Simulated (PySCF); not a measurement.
Ligand exchange on a metal centre used in film growth or etching (Cd Cl-NH2). Gas-phase values, no solvent. One relaxed conformer stands for each flexible species; it need not be the lowest.

The LUMO from two functionals at the same geometries (BP86-D3(BJ)/def2-SVP), both in PySCF: PBE-D3(BJ)/def2-TZVP and TPSSh-D3(BJ)/def2-TZVP. 

| species | TPSSh-D3(BJ)/def2-TZVP (eV) |
|---|---|
| 0 of 2 Cl replaced by NH2 | -2.71 |
| 1 of 2 Cl replaced by NH2 | -1.85 |
| 2 of 2 Cl replaced by NH2 ([Cd(NH2)2]) | -1.02 |

Question: What does PBE-D3(BJ)/def2-TZVP give for each?

Answer: 
- 0 of 2 Cl replaced by NH2: -3.22
- 1 of 2 Cl replaced by NH2: -2.35
- 2 of 2 Cl replaced by NH2 ([Cd(NH2)2]): -1.51
Over these rows, drawn at random from the members with no instability flagged (it was tested for open shells, ions and some series alone), PBE minus TPSSh-D3(BJ): mean -0.50 eV, from -0.51 eV to -0.49 eV.
